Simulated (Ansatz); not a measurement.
Stepwise reaction of `[NH2][Ga]([NH2])[O][SiH3]` with hydrogen, as a gas-phase model of exchange steps in deposition or etching. ΔE in kJ/mol; ΔG adds harmonic PBE0-D4 terms to CCSD(T)/CBS, at 1 bar.

Computed with Ansatz on PBE0-D4/def2-TZVP structures; ΔE is electronic, products minus reactants. CCSD(T)/CBS adds triple-zeta CCSD(T) − MP2 to the extrapolated MP2 energy (def2 sets, frozen cores). This one scheme is used for every species. DFT in def2-TZVPP. B3LYP here is the variant with VWN-RPA as its local correlation; programs differ in this. For Ga outer-core shells are correlated without core-valence functions, which leaves a few kJ/mol of doubt a bond. Scalar relativity is left out up to krypton. One conformer a species, not always the lowest.

| step | reaction | PBE-D4 | B3LYP-D4 | ωB97M-V | CCSD(T)/CBS | ΔG(400 K) |
| --- | --- | --- | --- | --- | --- | --- |
| 1 | `[NH2][Ga]([NH2])[O][SiH3]` + H₂ → `[NH2][GaH][O][SiH3]` + NH₃ | 3.8 | 6.0 | 4.7 | 12.8 | 14.4 |
| 2 | `[NH2][GaH][O][SiH3]` + H₂ → `[SiH3][O][GaH2]` + NH₃ | 24.5 | 25.5 | 24.0 | 32.5 | 36.5 |

Q: By hand: ΔE of the 2 steps together at CCSD(T)/CBS.

A: (12.8) + (32.5) = 45.3 kJ/mol, or 22.6 kJ/mol a step.

In ΔE each step is higher than the one before. All are uphill at CCSD(T)/CBS. ΔG lies between 14.4 and 36.5 kJ/mol a step. PBE-D4 differs from CCSD(T)/CBS by -9.0 to -8.0 kJ/mol a step. Only this route is followed, and other bonds may react first. Isolated molecules leave out the surface, adducts and barriers. Largest T1 diagnostic: 0.014.
